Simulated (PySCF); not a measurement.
## Calculated NMR data

[PySCF 2.14: geometry from GFN2-xTB; PBE0/pcSseg-1 with gauge-including orbitals; in vacuum; non-relativistic Hamiltonian; one computed conformer; averaged over atoms made equivalent by symmetry, fast rotation or ring inversion]

Chemical shifts δ = σref − σ; ¹H, ¹³C against TMS, all at this level. Where no couplings were computed, multiplicities follow the n + 1 count of equivalent neighbours, and m marks all less simple cases (inequivalent or close neighbours, rings, F or P nearby). Shifts are as computed. Against solution values, carbons near 30 ppm lie about +3 ppm off and those near 130 ppm about +5 ppm; carbons on Cl a further +6 ppm. Of 1211 compounds with measured shifts, 218 miss one by over three times the rms of a fit or turn the order of signals round; such compounds aren't used in these exercises. Carbons bonded to Cl come out too deshielded.

Compound 1 (C$_{8}$H$_{5}$NO). ¹H NMR (400 MHz, computed): δ 8.69 (d, 2H), 8.06 (m, 1H), 7.94 (m, 2H). ¹³C{¹H} NMR (computed): δ 174.9 (C), 142.9 (CH), 140.4 (C), 137.8 (CH), 134.8 (CH), 117.7 (C). Structure: `c1c(C(C#N)=O)cccc1`.

Compound 2 (C$_{5}$H$_{4}$Cl$_{2}$O). ¹H NMR (400 MHz, computed): δ 6.83 (m, 1H), 6.64 (m, 1H), 6.39 (s, 1H), 6.33 (m, 1H). ¹³C{¹H} NMR (computed): δ 170.3 (C), 162.2 (C), 141.3 (CH), 139.4 (CH2), 128.8 (CH). Structure: SMILES C=C/C(Cl)=C/C(=O)Cl.
